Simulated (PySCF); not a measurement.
C2H3F3Si. Atoms are numbered in the order given.

```xyz
9

C      0.0448    -2.4163     0.0000
C     -0.7407    -1.3268     0.0000
Si    -0.0298     0.3635     0.0000
F     -0.4750     1.2224    -1.2863
F     -0.4750     1.2224     1.2863
F      1.5785     0.2874     0.0000
H      1.1367    -2.3384     0.0000
H     -0.3708    -3.4294     0.0000
H     -1.8303    -1.4528     0.0000
```
Charge 0, spin multiplicity 1.

Coordinates come from a TPSSh-D3(BJ)/def2-SVP optimisation. The values are those of a single conformer.

The numbers are results of HF/pcSseg-1 in PySCF, not measurements.

GIAO shieldings, no solvent; atoms alike by connectivity are averaged. δ = σ(ref) − σ: ¹³C against TMS (σ = 192.6 ppm); ²⁹Si against TMS (σ = 393.8 ppm); ¹⁹F against CFCl3 (σ = 238.5 ppm); ¹H against TMS (σ = 31.99 ppm), references at their B3LYP-D3(BJ)/def2-TZVP geometries, non-relativistic.

**Question.** Estimate the chemical shifts. (An estimate is asked for; the answer gives what the named calculation found.)

**Answer.** 
```
nucleus       atoms  count  δ (ppm)
-------  ----------  -----  -------
¹³C              C1      1    159.8
¹³C              C2      1    126.9
²⁹Si            Si3      1    -71.5
¹⁹F      F4, F5, F6      3   -121.1
¹H           H7, H8      2     7.13
¹H               H9      1     6.18
```
